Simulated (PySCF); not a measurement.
## Electronic structure of Cr²⁺ (chromium, charge +2) at the UHF level

Configuration: [Ar] 3d3 4p1, one real determinant (an excited configuration). Computed with PySCF 2.14 in aug-cc-pwCVTZ-DK with one added diffuse shell each of s, p, d, f, g type (11s10p8d5f4g, 152 functions), with scalar relativity by spin-free X2C-1e.

```json
{
 "Total energy": "-1048.477978 hartree",
 "One-electron energy": "-1421.4160 hartree",
 "Hartree (Coulomb) energy": "420.2797 hartree",
 "Exchange energy": "-47.3417 hartree",
 "⟨S²⟩": "6.0026",
 "⟨L²⟩": "14.032",
 "Sum of ⟨r⟩": "16.08 bohr",
 "Sum of ⟨r²⟩": "24.02 bohr²",
 "Traceless quadrupole moment −½Σ⟨3z² − r²⟩ along its main axis": "-4.25 e·bohr²",
 "Langevin diamagnetic susceptibility": "-19.0 ×10⁻⁶ cm³/mol"
}
```

| shell | electrons | mean orbital energy (eV) | spread (eV) | rms radius, mean of both spins (bohr) |
| --- | --- | --- | --- | --- |
| 1s α | 1 | -6073.3 | 0 | 0.0734 |
| 1s β | 1 | -6073.2 | 0 | 0.0734 |
| 2s α | 1 | -756.69 | 0 | 0.316 |
| 2s β | 1 | -754.47 | 0 | 0.316 |
| 2p α | 3 | -637.92 | 0.108 | 0.287 |
| 2p β | 3 | -635.67 | 0.129 | 0.287 |
| 3s α | 1 | -125.51 | 0 | 0.953 |
| 3s β | 1 | -118.53 | 0 | 0.953 |
| 3p α | 3 | -90.738 | 0.121 | 1.02 |
| 3p β | 3 | -82.243 | 0.444 | 1.02 |
| 3d α | 3 | -40.748 | 0.184 | 1.22 |
| 4p α | 1 | -18.689 | 0 | 3.28 |

⟨L²⟩ = 14.03 against 20 for a pure G term, so this real determinant mixes terms.

Densities and radii are taken from the X2C orbitals without a picture-change correction, which distorts them close to the nucleus.

Spin-orbit constants ζ (cm⁻¹) from the X2C one-electron operator on these orbitals: bare nucleus, nucleus screened by l(l+1)(2l+1)/3 electrons, and screened by the Breit-Pauli mean field of the electrons.

| shell | bare | screened nucleus | mean field |
| --- | --- | --- | --- |
| 2p | 49390 | 45280 | n/a |
| 3p | 5973 | 5476 | n/a |
| 3d | 541.5 | 315.9 | n/a |
| 4p | 474.8 | 435.2 | n/a |

To first order the Landé constant is A = 86.43 cm⁻¹, so the lowest level has J = 2 and lies 0.107 eV below the centre of the term. This holds in LS coupling only.
